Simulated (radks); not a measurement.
Results of a calculation; reference values are marked as such.
Species: Cu3+. Configuration: [Ar] 3d8 (the NIST ground configuration). Level of theory: scalar-relativistic Kohn-Sham, r2SCAN, spin-polarised, spherical densities, finite nucleus; open shells are filled with parallel spins first; meta-GGA in the generalised Kohn-Sham scheme; Fermi nuclear charge, rms radius 3.8823 fm (a radial shooting solver on a logarithmic mesh with Libxc functionals).

Local quantities along the radius. ELF = 1/(1 + alpha^2) is the electron localisation function; alpha = (tau - tau_W)/tau_unif compares the Pauli kinetic energy density with that of the uniform gas (summed over spins). tau is taken from the large components.

```
   r/bohr * ELF (the largest magnitude, 1, reaches the edge; | marks zero)
 0.001731 |                                                      *
 0.001952 |                                                      *
   0.0022 |                                                      *
 0.002481 |                                                      *
 0.002797 |                                                      *
 0.003154 |                                                      *
 0.003556 |                                                      *
 0.004009 |                                                      *
 0.004485 |                                                      *
 0.005056 |                                                      *
 0.005701 |                                                      *
 0.006428 |                                                      *
 0.007247 |                                                      *
 0.008171 |                                                      *
 0.009213 |                                                      *
  0.01039 |                                                      *
  0.01171 |                                                      *
  0.01321 |                                                      *
  0.01489 |                                                      *
  0.01679 |                                                      *
  0.01893 |                                                      *
  0.02134 |                                                      *
  0.02406 |                                                      *
  0.02713 |                                                     *
  0.03035 |                                                     *
  0.03421 |                                                    *
  0.03858 |                                                  *
  0.04349 |                                               *
  0.04904 |                                         *
  0.05529 |                                 *
  0.06234 |                        *
  0.07029 |                  *
  0.07925 |               *
  0.08936 |               *
   0.1007 |                   *
   0.1136 |                          *
   0.1281 |                                 *
   0.1444 |                                       *
   0.1628 |                                           *
   0.1836 |                                            *
   0.2053 |                                           *
   0.2315 |                                       *
    0.261 |                              *
   0.2943 |                  *
   0.3318 |           *
   0.3741 |          *
   0.4218 |                *
   0.4756 |                          *
   0.5363 |                                   *
   0.6046 |                                        *
   0.6817 |                                          *
   0.7686 |                                         *
   0.8667 |                                       *
   0.9771 |                                   *
    1.102 |                             *
    1.242 |                     *
    1.389 |             *
    1.567 |       *
    1.766 |   *
    1.991 | *
    2.245 |*
    2.532 *
    2.854 *
    3.218 *
```

On this mesh the ELF has minima near r = 0.079, 0.37 bohr, which separate the shells, and maxima near 0.18 (0.81), 0.68 (0.78).

Self-consistent cycle (total energy in hartree, residual of the potential): 1: -1645.943904, 8e+00; 2: -1650.823575, 4e+00; 3: -1652.557973, 7e-01; 4: -1652.544185, 7e-01; 5: -1652.638133, 6e-02; 6: -1652.638798, 1e-02; 7: -1652.638854, 2e-03; 8: -1652.638854, 2e-04; 9: -1652.638854, 1e-04; 10: -1652.638854, 5e-05; 11: -1652.638854, 1e-05; 12: -1652.638854, 4e-06; 13: -1652.638854, 2e-06.
